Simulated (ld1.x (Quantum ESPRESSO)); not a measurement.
## Cutoff test, vanadium (V), PAW

- Element: V
- Generator: ld1.x (Quantum ESPRESSO) 7.5
- Type: PAW
- Functional: LDA (PZ)
- Relativity: scalar-relativistic
- Frozen core: [Ne] 3s2
- Valence charge: 11
- Reference configuration: 3p6 3d3 4s2 4p0
- Partial waves: 4s (bound): rcut 1.90, rcutus 2.65 bohr; 4s channel at 1.2 Ry: rcut 1.90, rcutus 2.65 bohr; 3p (bound): rcut 1.40, rcutus 1.60 bohr; 4p (bound, empty): rcut 1.40, rcutus 1.60 bohr; 3d (bound): rcut 1.05, rcutus 1.30 bohr; 3d channel at 3.45 Ry: rcut 1.05, rcutus 1.30 bohr
- Local potential: all-electron potential smoothed inside 1.20 bohr (lloc = -2)
- Core correction: a·sin(br)/r model core, default radius (ld1.x builds one for every PAW set, though the input has nlcc=.false.)
- Augmentation charge: BESSEL, radius 0.90 bohr

The pseudo-atom Hamiltonian at the reference potential is diagonalised in spherical Bessel functions j_l(qr) that vanish at 20 bohr, with q² up to the cutoff. All-electron valence levels (Ry): 4s -0.3567, 3p -3.2306, 4p -0.1125, 3d -0.3954.

Task: How do the lowest levels (Ry) of each channel move with the cutoff, and are there ghosts?

Result:

| cutoff (Ry) | s #1 | s #2 | p #1 | p #2 | p #3 | d #1 | d #2 | f #1 | Σ f·Δε (mRy) |
| --- | --- | --- | --- | --- | --- | --- | --- | --- | --- |
| 8 | -0.3566 | 0.0048 | -2.5177 | -0.0623 | 0.0582 | 0.0408 | 0.1048 | 0.1084 | 5586.1 |
| 15 | -0.3575 | -0.3491 | -3.1248 | -0.0891 | 0.0510 | 0.0129 | 0.0790 | 0.1084 | 1861.9 |
| 21 | -1.0464 | -0.3567 | -3.2039 | -0.0960 | 0.0495 | -0.1043 | 0.0618 | 0.1084 | 1034.0 |
| 35 | -1.1989 | -0.3567 | -3.2300 | -0.1076 | 0.0470 | -0.3223 | 0.0561 | 0.1084 | 223.3 |
| 50 | -1.2025 | -0.3567 | -3.2304 | -0.1122 | 0.0460 | -0.3895 | 0.0551 | 0.1084 | 19.6 |
| 70 | -1.2036 | -0.3567 | -3.2306 | -0.1124 | 0.0460 | -0.3949 | 0.0550 | 0.1084 | 2.2 |
| 90 | -1.2038 | -0.3567 | -3.2306 | -0.1124 | 0.0460 | -0.3952 | 0.0550 | 0.1084 | 1.1 |
| 120 | -1.2038 | -0.3567 | -3.2306 | -0.1124 | 0.0460 | -0.3954 | 0.0550 | 0.1084 | 0.3 |
| 400 | -1.2039 | -0.3567 | -3.2306 | -0.1124 | 0.0460 | -0.3955 | 0.0550 | 0.1084 | 0.0 |

Result: ghost state, extra bound levels that the all-electron valence spectrum of the same l lacks: s at -16.4 eV (a true bound ghost makes a file unfit for plane-wave use); 10 mRy is reached at 55 Ry and 1 mRy at 100 Ry.
